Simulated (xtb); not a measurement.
C5H4O, SMILES C1C(=O)C=CC=1. All values are semi-empirical tight-binding results from xtb (GFN2-xTB unless named), good for trends rather than for accurate numbers. Geometry optimised at GFN2-xTB.

Optimised geometry:

Bond lengths (Å): O1–C2 1.204, C2–C3 1.498, C2–C6 1.498, C3–C4 1.333, C3–H7 1.073, C4–C5 1.479, C4–H8 1.075, C5–C6 1.333, C5–H9 1.075, C6–H10 1.073. Bond angles (°): O1–C2–C3 127.6, O1–C2–C6 127.6, C3–C2–C6 104.8, C2–C3–C4 108.0, C2–C3–H7 123.0, C4–C3–H7 129.0, C3–C4–C5 109.6, C3–C4–H8 127.6, C5–C4–H8 122.8, C4–C5–C6 109.6, C4–C5–H9 122.8, C6–C5–H9 127.6, C2–C6–C5 108.0, C2–C6–H10 123.0, C5–C6–H10 129.0.

Problem. Estimate the properties. (The exact figures need the calculation; the answer reports its results.)

Solution. 
```yaml
point_group_as_xtb_finds_it: C2v
orbital_gap: 2.02 eV
dipole_moment: 3.21 D
zero_point_energy: 45.2 kcal/mol
G − E(el) at 298.15 K (modified RRHO): 28.0 kcal/mol
static polarisability (D4 model): 58.5 bohr³
solvation energy, GFN2-xTB/ALPB(water): -2.2 kcal/mol
solvation energy, GFN2-xTB/ALPB(acetonitrile): -5.8 kcal/mol
```

Problem. Give the IR lines (harmonic; lines under 4 % of the strongest left out, lines within 3 cm⁻¹ merged). (An estimate is asked for; the answer gives what the named calculation found.)

Solution. ν (cm⁻¹): 834 (m), 1060 (m), 1274 (w), 1775 (vs), 3126 (w), 3133 (w), 3164 (w) (against the strongest line: vs over 80 %, s over 45 %, m over 15 %, w over 4 %, vw less)

Computed atomic charges and the Wiberg bond orders between heavy atoms:
charges (e) O1 -0.31, C2 0.25, C3 -0.07, C4 -0.02, C5 -0.02, C6 -0.07, H7 0.06, H8 0.05, H9 0.05, H10 0.06. Bond orders O1–C2 1.87, C2–C3 0.99, C3–C4 1.86, C4–C5 1.04, C2–C6 0.99, C5–C6 1.86.
